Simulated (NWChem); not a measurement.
System: CdH2S2; SMILES [SH][Cd][SH]

NWChem input:

```
start job
memory heap 200 mb stack 900 mb global 1100 mb
geometry units angstroms noautoz
  Cd     0.000000     0.000000    -0.507787
  S      2.350373     0.000000    -0.544731
  H      2.448793     0.000000     0.803942
  S     -2.350373     0.000000    -0.544731
  H     -2.448793     0.000000     0.803942
end
basis spherical
  * library def2-svp
end
ecp
  Cd library def2-ecp
end
dft
  xc xpbe96 cpbe96
  iterations 150
  vectors input atomic output neutral.movecs
end
task dft energy
charge 1
dft
  odft
  mult 2
  vectors input atomic output cation.movecs
end
task dft energy
```

Output (shortened):

```
             Northwest Computational Chemistry Package (NWChem) 7.3.0
             --------------------------------------------------------

 C2V symmetry detected

                             Geometry "geometry" -> ""
                             -------------------------

 Output coordinates in angstroms (scale by  1.889725989 to convert to a.u.)

  No.       Tag          Charge          X              Y              Z
 ---- ---------------- ---------- -------------- -------------- --------------
    1 Cd                  48.0000     0.00000000     0.00000000    -0.01757622
    2 S                   16.0000     2.35037300     0.00000000    -0.05452022
    3 H                    1.0000     2.44879300     0.00000000     1.29415278
    4 S                   16.0000    -2.35037300     0.00000000    -0.05452022
    5 H                    1.0000    -2.44879300     0.00000000     1.29415278

 Effective nuclear repulsion energy (a.u.)     408.9147593962

      Symmetry information
      --------------------

 Group name             C2v
 Group number             16
 Group order               4
 No. of unique centers     3

 Summary of "ao basis" -> "ao basis" (spherical)
 ------------------------------------------------------------------------------
       Tag                 Description            Shells   Functions and Types
 ---------------- ------------------------------  ------  ---------------------
 Cd                         def2-svp                11       31   5s3p2d1f
 S                          def2-svp                 8       18   4s3p1d
 H                          def2-svp                 3        5   2s1p

      Symmetry analysis of basis
      --------------------------

        a1         31
        a2          9
        b1         24
        b2         13

            General Information
            -------------------
          SCF calculation type: DFT
          Wavefunction type:  closed shell.
          No. of atoms     :     5
          No. of electrons :    54
           Alpha electrons :    27
            Beta electrons :    27
          Charge           :     0
          Spin multiplicity:     1
          Use of symmetry is: on ; symmetry adaption is: on
          Maximum number of iterations: 150
          AO basis - number of functions:    77
                     number of shells:    33
          Convergence on energy requested:  1.00D-06
          Convergence on density requested:  1.00D-05
          Convergence on gradient requested:  5.00D-04

              XC Information
              --------------
          PerdewBurkeErnzerhof Exchange Functional  1.000
            Perdew 1991 LDA Correlation Functional  1.000 local
           PerdewBurkeErnz. Correlation Functional  1.000 non-local

             Grid Information
             ----------------
          Grid used for XC integration:  medium
          Radial quadrature: Mura-Knowles
          Angular quadrature: Lebedev.
          Tag              B.-S. Rad. Rad. Pts. Rad. Cut. Ang. Pts.
          ---              ---------- --------- --------- ---------
          Cd                  1.55      123           9.0       590
          S                   1.00       88          12.0       590
          H                   0.35       45          12.0       434
          Grid pruning is: on
          Number of quadrature shells:   256
          Spatial weights used:  Erf1

      Superposition of Atomic Density Guess
      -------------------------------------

 Sum of atomic energies:        -987.66688094

      Non-variational initial energy
      ------------------------------

 Total energy =    -963.029352
 1-e energy   =   -1789.184726
 2-e energy   =     629.613983
 HOMO         =      -0.302742
 LUMO         =      -0.031343

      Symmetry analysis of molecular orbitals - initial
      -------------------------------------------------

  Numbering of irreducible representations:

     1 a1          2 a2          3 b1          4 b2

  Orbital symmetries:

     1 b1          2 a1          3 a1          4 b1          5 a1
     6 b1          7 a1          8 b1          9 b2         10 a2
    11 a1         12 b1         13 a1         14 b2         15 a1
    16 b1         17 a1         18 b1         19 a2         20 a1
    21 b2         22 a1         23 b1         24 a1         25 b1
    26 b2         27 a2         28 a1         29 a1         30 b2
    31 b1         32 a1         33 b1         34 a1         35 b1
    36 b2         37 a1

   convergence    iter        energy       DeltaE   RMS-Dens  Diis-err
 ---------------- ----- ----------------- --------- --------- ---------
 d= 0,ls=0.0,diis     1   -964.7124372965 -1.16D+03  2.16D-02  4.59D-01
 d= 0,ls=0.0,diis     2   -964.6803376634  3.21D-02  1.43D-02  5.27D-01
 d= 0,ls=0.0,diis     3   -964.7634007146 -8.31D-02  3.75D-03  8.87D-02
 d= 0,ls=0.0,diis     4   -964.7755380041 -1.21D-02  8.43D-04  5.47D-03
 d= 0,ls=0.0,diis     5   -964.7762335567 -6.96D-04  2.65D-04  3.42D-04
  Resetting Diis
 d= 0,ls=0.0,diis     6   -964.7762726714 -3.91D-05  4.94D-05  1.64D-05
 d= 0,ls=0.0,diis     7   -964.7762747908 -2.12D-06  1.90D-05  6.07D-07
 d= 0,ls=0.0,diis     8   -964.7762747407  5.01D-08  1.09D-05  9.42D-07
 d= 0,ls=0.0,diis     9   -964.7762748932 -1.52D-07  1.58D-06  1.63D-08

         Total DFT energy =     -964.776274893189
      One electron energy =    -1789.764102551311
           Coulomb energy =      695.626358477340
    Exchange-Corr. energy =      -67.179921363607
 Nuclear repulsion energy =      196.541390544390

 Numeric. integr. density =       54.000005239797

                  Occupations of the irreducible representations
                  ----------------------------------------------

                     irrep           alpha         beta
                     --------     --------     --------
                     a1               11.0         11.0
                     a2                3.0          3.0
                     b1                9.0          9.0
                     b2                4.0          4.0

                       DFT Final Molecular Orbital Analysis
                       ------------------------------------

 Vector   25  Occ=2.000000D+00  E=-2.584686D-01  Symmetry=b1
              MO Center=  3.5D-14, -3.3D-16, -5.1D-02, r^2= 7.0D+00
   Bfn.  Coefficient  Atom+Function         Bfn.  Coefficient  Atom+Function
  ----- ------------  ---------------      ----- ------------  ---------------
    42      0.413561  2 S  px                65      0.413561  4 S  px
    39      0.299626  2 S  px                62      0.299626  4 S  px
     6      0.173902  1 Cd px                36      0.173057  2 S  px
    59      0.173057  4 S  px                 9     -0.165738  1 Cd px
    34      0.098928  2 S  s                 57     -0.098928  4 S  s

 Vector   26  Occ=2.000000D+00  E=-2.269828D-01  Symmetry=b2
              MO Center=  3.2D-15,  2.7D-17, -2.8D-02, r^2= 6.5D+00
   Bfn.  Coefficient  Atom+Function         Bfn.  Coefficient  Atom+Function
  ----- ------------  ---------------      ----- ------------  ---------------
    43      0.423245  2 S  py                66      0.423245  4 S  py
    40      0.302100  2 S  py                63      0.302100  4 S  py
    37      0.173498  2 S  py                60      0.173498  4 S  py
    13      0.161607  1 Cd py                10      0.109152  1 Cd py
     7     -0.093992  1 Cd py

 Vector   27  Occ=2.000000D+00  E=-2.098969D-01  Symmetry=a2
              MO Center= -5.6D-16, -7.2D-17, -2.9D-02, r^2= 6.7D+00
   Bfn.  Coefficient  Atom+Function         Bfn.  Coefficient  Atom+Function
  ----- ------------  ---------------      ----- ------------  ---------------
    43      0.471384  2 S  py                66     -0.471384  4 S  py
    40      0.320706  2 S  py                63     -0.320706  4 S  py
    37      0.184514  2 S  py                60     -0.184514  4 S  py
    15     -0.175866  1 Cd d -2

 Vector   28  Occ=0.000000D+00  E=-7.801956D-02  Symmetry=a1
              MO Center= -7.9D-15, -5.2D-17,  2.2D-01, r^2= 5.6D+00
   Bfn.  Coefficient  Atom+Function         Bfn.  Coefficient  Atom+Function
  ----- ------------  ---------------      ----- ------------  ---------------
     5      0.694082  1 Cd s                  4      0.526052  1 Cd s
    42      0.464088  2 S  px                65     -0.464088  4 S  px
     2     -0.285183  1 Cd s                 35     -0.254186  2 S  s
    58     -0.254186  4 S  s                 39      0.243011  2 S  px
    62     -0.243011  4 S  px                19      0.226756  1 Cd d  2

 Vector   29  Occ=0.000000D+00  E=-5.293069D-02  Symmetry=a1
              MO Center=  7.5D-16, -1.9D-16, -2.9D-01, r^2= 5.3D+00
   Bfn.  Coefficient  Atom+Function         Bfn.  Coefficient  Atom+Function
  ----- ------------  ---------------      ----- ------------  ---------------
    14      0.832575  1 Cd pz                11      0.357283  1 Cd pz
    51     -0.270860  3 H  s                 74     -0.270860  5 H  s
     8     -0.266128  1 Cd pz                35      0.227927  2 S  s
    58      0.227927  4 S  s                 50     -0.137536  3 H  s
    73     -0.137536  5 H  s                 34      0.075939  2 S  s

 Vector   30  Occ=0.000000D+00  E=-2.784640D-02  Symmetry=b2
              MO Center= -3.4D-15,  5.8D-17, -1.2D-02, r^2= 5.7D+00
   Bfn.  Coefficient  Atom+Function         Bfn.  Coefficient  Atom+Function
  ----- ------------  ---------------      ----- ------------  ---------------
    13      0.837494  1 Cd py                10      0.341963  1 Cd py
    43     -0.287060  2 S  py                66     -0.287060  4 S  py
     7     -0.252153  1 Cd py                40     -0.149903  2 S  py
    63     -0.149903  4 S  py                37     -0.083323  2 S  py
    60     -0.083323  4 S  py                45     -0.039249  2 S  d -2

     Multipole analysis of the density
     ---------------------------------

     L   x y z        total         alpha         beta         nuclear
     -   - - -        -----         -----         ----         -------
     0   0 0 0      0.000000    -27.000000    -27.000000     54.000000

     1   1 0 0      0.000000      0.000000      0.000000      0.000000
     1   0 1 0     -0.000000     -0.000000     -0.000000      0.000000
     1   0 0 1      0.651607     -0.139196     -0.139196      0.929999

     2   2 0 0    -42.191339   -358.149286   -358.149286    674.107232
     2   1 1 0      0.000000      0.000000      0.000000      0.000000
     2   1 0 1     -0.000000     -0.000000     -0.000000      0.000000
     2   0 2 0    -37.268083    -18.634042    -18.634042      0.000000
     2   0 1 1      0.000000      0.000000      0.000000      0.000000
     2   0 0 2    -31.829205    -22.076402    -22.076402     12.323600

                                 NWChem DFT Module
                                 -----------------

      Symmetry analysis of basis
      --------------------------

        a1         31
        a2          9
        b1         24
        b2         13

            General Information
            -------------------
          SCF calculation type: DFT
          Wavefunction type:  spin polarized.
          No. of atoms     :     5
          No. of electrons :    53
           Alpha electrons :    27
            Beta electrons :    26
          Charge           :     1
          Spin multiplicity:     2
          Use of symmetry is: on ; symmetry adaption is: on
          Maximum number of iterations: 150
          AO basis - number of functions:    77
                     number of shells:    33
          Convergence on energy requested:  1.00D-06
          Convergence on density requested:  1.00D-05
          Convergence on gradient requested:  5.00D-04

              XC Information
              --------------
          PerdewBurkeErnzerhof Exchange Functional  1.000
            Perdew 1991 LDA Correlation Functional  1.000 local
           PerdewBurkeErnz. Correlation Functional  1.000 non-local

             Grid Information
             ----------------
          Grid used for XC integration:  medium
          Radial quadrature: Mura-Knowles
          Angular quadrature: Lebedev.
          Tag              B.-S. Rad. Rad. Pts. Rad. Cut. Ang. Pts.
          ---              ---------- --------- --------- ---------
          Cd                  1.55      123           9.0       590
          S                   1.00       88          12.0       590
          H                   0.35       45          12.0       434
          Grid pruning is: on
          Number of quadrature shells:   256
          Spatial weights used:  Erf1

      Superposition of Atomic Density Guess
      -------------------------------------

 Sum of atomic energies:        -987.66688094

 Renormalizing density from      54.00 to     53

      Non-variational initial energy
      ------------------------------

 Total energy =    -952.999421
 1-e energy   =   -1756.051675
 2-e energy   =     606.510864
 HOMO         =      -0.579886
 LUMO         =      -0.298978

   Symmetry analysis of molecular orbitals - initial alpha
   -------------------------------------------------------

  Numbering of irreducible representations:

     1 a1          2 a2          3 b1          4 b2

  Orbital symmetries:

     1 b1          2 a1          3 a1          4 b1          5 a1
     6 b1          7 a1          8 b1          9 b2         10 a2
    11 a1         12 b1         13 a1         14 b2         15 a1
    16 b1         17 b1         18 a2         19 a1         20 b2
    21 a1         22 a1         23 b1         24 a1         25 b1
    26 b2         27 a2         28 a1         29 a1         30 b2
    31 b1         32 a1         33 b1         34 a1         35 b1
    36 b2         37 a1

   Symmetry analysis of molecular orbitals - initial beta
   ------------------------------------------------------

  Numbering of irreducible representations:

     1 a1          2 a2          3 b1          4 b2

  Orbital symmetries:

     1 b1          2 a1          3 a1          4 b1          5 a1
     6 b1          7 a1          8 b1          9 b2         10 a2
    11 a1         12 b1         13 a1         14 b2         15 a1
    16 b1         17 b1         18 a2         19 a1         20 b2
    21 a1         22 a1         23 b1         24 a1         25 b1
    26 b2         27 a2         28 a1         29 a1         30 b2
    31 b1         32 a1         33 b1         34 a1         35 b1
    36 b2         37 a1

   convergence    iter        energy       DeltaE   RMS-Dens  Diis-err
 ---------------- ----- ----------------- --------- --------- ---------
 d= 0,ls=0.0,diis     1   -964.3602631045 -1.16D+03  9.91D-03  2.69D-01
                                                     1.02D-02  2.80D-01
 d= 0,ls=0.0,diis     2   -964.3566833478  3.58D-03  6.49D-03  1.89D-01
                                                     6.41D-03  1.77D-01
 d= 0,ls=0.0,diis     3   -964.4519129193 -9.52D-02  1.62D-03  1.41D-02
                                                     1.67D-03  1.35D-02
 d= 0,ls=0.0,diis     4   -964.4598117071 -7.90D-03  4.68D-04  1.81D-03
                                                     4.70D-04  1.81D-03
 d= 0,ls=0.0,diis     5   -964.4605238606 -7.12D-04  1.35D-04  6.20D-05
                                                     1.46D-04  6.26D-05
  Resetting Diis
 d= 0,ls=0.0,diis     6   -964.4605537031 -2.98D-05  4.44D-05  6.96D-06
                                                     3.77D-05  5.61D-06
 d= 0,ls=0.0,diis     7   -964.4605579256 -4.22D-06  7.73D-06  9.24D-08
                                                     8.21D-06  8.86D-08
 d= 0,ls=0.0,diis     8   -964.4605579130  1.26D-08  4.48D-06  1.24D-07
                                                     4.46D-06  1.13D-07

[...]
```

Level: PBE/def2-SVP with def2 effective core potentials on Cd, vertical spin-unrestricted ions. The geometry was optimised at PBE0/def2-SVP. Not confirmed as a minimum by frequencies. def2 effective core potentials on Cd; no spin-orbit coupling.
